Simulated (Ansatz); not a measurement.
C2H6Zn, charge -1, doublet, at a GFN2-xTB geometry (such geometries of metal compounds can be far from the true shape) (a state made from the parent by changing its charge; the spin is typed, not shown lowest) (a gas-phase anion, which may not be bound at this level); PBE0/cc-pVDZ (Ansatz, an electronic-structure program).

Here is a job for Ansatz.
Ansatz 0.2 input:
```yaml
crystal:
  periodic: [false, false, false]
  atoms:
    - {symbol: Zn, position_ang: [0.17759845, -0.49094132, 0.13229608]}
    - {symbol: C, position_ang: [1.32147960, 0.97021973, -1.47352980]}
    - {symbol: H, position_ang: [2.31271718, 0.65165162, -1.82828766]}
    - {symbol: H, position_ang: [1.45764629, 1.96698810, -1.03361241]}
    - {symbol: H, position_ang: [0.70453769, 1.11057171, -2.37174891]}
    - {symbol: C, position_ang: [-1.85600265, 0.51046515, 1.07390291]}
    - {symbol: H, position_ang: [-2.76985616, -0.08881283, 0.94903778]}
    - {symbol: H, position_ang: [-2.04018173, 1.46487311, 0.56600317]}
    - {symbol: H, position_ang: [-1.78567864, 0.73885854, 2.14748685]}
basis:
  gaussian:
    orbitals: cc-pVDZ
hamiltonian:
  xc: pbe0
total_charge: -1
magnetization: {spin_polarized: true, initial_magnetization: 1}
```

### Question
What does Ansatz print? Leave out banner, timings and long lists.

### Answer

```
Functional definition: PBE0
1001 factors; integrals over basis functions are off by at most 1.0e-3 eV
mean field evaluation 1: about -50576.8308 eV, gradient 3.1e1 eV
mean field evaluation 2: about -50570.5361 eV, gradient 5.2e1 eV
mean field evaluation 4: about -50581.2910 eV, gradient 2.4e0 eV
mean field evaluation 8: about -50581.4700 eV, gradient 1.2e-1 eV
mean field evaluation 16: about -50581.4703 eV, gradient 1.6e-4 eV
mean field -50581.47025405 eV, -1858.8347464845 hartree, gradient 7.3e-5 eV, S^2 0.755294; 0 other end points of the search recorded, 0 dependent functions left out
reference -50581.47028777 eV, -1858.8347477237 hartree; 25, 24 occupied and 76, 77 virtual orbitals, 1001 factors
Total energy: -50581.47028777 eV, -1858.8347477237 hartree
```
